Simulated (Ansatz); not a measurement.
(NaH)4 cube (Na₄H₄). The state is a singlet with charge 0. Geometry PBE0-D4/def2-SVP.

Cartesian coordinates in Å:
```
Na -0.674 -1.748 -0.189
Na -0.836 0.840 1.464
Na 1.858 -0.073 0.295
Na -0.348 0.981 -1.570
H -1.937 0.076 -0.308
H 0.363 -1.022 1.636
H 0.871 -0.875 -1.525
H 0.703 1.822 0.198
```

Q: Estimate the orbital energies around the gap (eV) in Ansatz with HF/STO-3G, PBE-D4/def2-TZVP, B97M-V/def2-TZVP, PBE0-D4/def2-SVP, ωB97M-V/def2-TZVP.

A: 
```
orbital  HF/STO-3G  PBE-D4/def2-TZVP  B97M-V/def2-TZVP  PBE0-D4/def2-SVP  ωB97M-V/def2-TZVP
HOMO−13     -37.07            -27.30            -28.82            -30.80             -33.23
HOMO−12     -37.07            -27.30            -28.82            -30.80             -33.23
HOMO−11     -37.05            -27.26            -28.78            -30.76             -33.19
HOMO−10     -37.05            -27.26            -28.78            -30.76             -33.19
 HOMO−9     -37.04            -27.24            -28.77            -30.75             -33.18
 HOMO−8     -37.04            -27.24            -28.77            -30.75             -33.18
 HOMO−7     -37.04            -27.24            -28.77            -30.75             -33.18
 HOMO−6     -37.02            -27.23            -28.75            -30.74             -33.16
 HOMO−5     -37.02            -27.23            -28.75            -30.74             -33.16
 HOMO−4     -37.02            -27.23            -28.75            -30.74             -33.16
 HOMO−3      -5.45             -5.98             -6.26             -7.18              -9.64
 HOMO−2      -2.90             -4.46             -4.80             -5.47              -7.63
 HOMO−1      -2.90             -4.46             -4.80             -5.47              -7.63
   HOMO      -2.90             -4.46             -4.80             -5.47              -7.63
   LUMO      13.89             -0.71             -0.57             -0.11               0.31
 LUMO+1      13.89             -0.71             -0.57             -0.11               0.31
 LUMO+2      13.89             -0.71             -0.57             -0.11               0.31
 LUMO+3      15.50             -0.59             -0.51              0.02               0.36
 LUMO+4      19.73              0.24              0.32              1.13               1.44
 LUMO+5      19.98              0.24              0.32              1.13               1.44
```
